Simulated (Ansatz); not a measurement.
`C#C[B]C`, charge 0, multiplicity 2.

Question: Give a relaxed structure at PBE0-D4/def2-TZVP (the Gaussian-basis code of Ansatz). (An estimate is asked.)

Answer: Computed: 
```xyz
8

C    -0.744   -2.020   -1.233
C    -0.248   -0.998   -0.789
B     0.426    0.224   -0.373
C     0.425    1.255    0.762
H    -1.169   -2.913   -1.632
H    -0.587    1.486    1.115
H     0.944    0.782    1.609
H     0.952    2.184    0.540
```
